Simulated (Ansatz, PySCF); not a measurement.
H3S2, SMILES S[SH2+], charge +1.

Coordinates come from a B3LYP-D3(BJ)/def2-TZVP optimisation. The isomer is the one that the SMILES or the coordinates give; other isomers of the formula were not compared.

Vertical ionisation energy (IE) and electron affinity (EA) in eV. Rows of orbital energies are one-electron estimates. Where ΔSCF, EOM or ADC give a negative EA the extra electron is unbound and the value depends on the basis.

```csv
level,IE,EA
"−ε(HOMO), −ε(LUMO), HF/def2-TZVPD (PySCF)",16.97,4.04
"−ε(HOMO), −ε(LUMO), PBE/def2-TZVPD (PySCF)",12.82,9.04
ADC(2)/aug-cc-pVDZ (PySCF),16.06,5.57
"ΔSCF, CAM-B3LYP/def2-TZVPD (Ansatz), final states of multiplicity 2 and 2",16.63,5.73
"ΔSCF, PBE/def2-TZVPD (Ansatz), final states of multiplicity 2 and 2",[?],[?]
```

Q: What belongs in the gaps? (Estimate from the structure and the level; the computed values follow.)

A: 
- ΔSCF, PBE/def2-TZVPD (Ansatz, a first-principles code), final states of multiplicity 2 and 2, IE: 16.59
- ΔSCF, PBE/def2-TZVPD (Ansatz), final states of multiplicity 2 and 2, EA: 5.80

Q: What vertical singlet–triplet gap does ΔSCF give with CAM-B3LYP/def2-TZVPD (Ansatz) and with PBE/def2-TZVPD (Ansatz)? (An estimate is asked for; the answer gives what the named calculation found.)

A: 3.64 and 3.59 eV (triplet above singlet where positive).

Q: Beyond the first one, list the lowest photoelectron lines from ADC(2)/aug-cc-pVDZ (PySCF) with their pole strengths (two spins summed). (An estimate is asked for; the answer gives what the named calculation found.)

A: 18.16 eV (1.82), 20.94 eV (1.79), 21.48 eV (1.82), 22.98 eV (1.80), 28.60 eV (1.50).
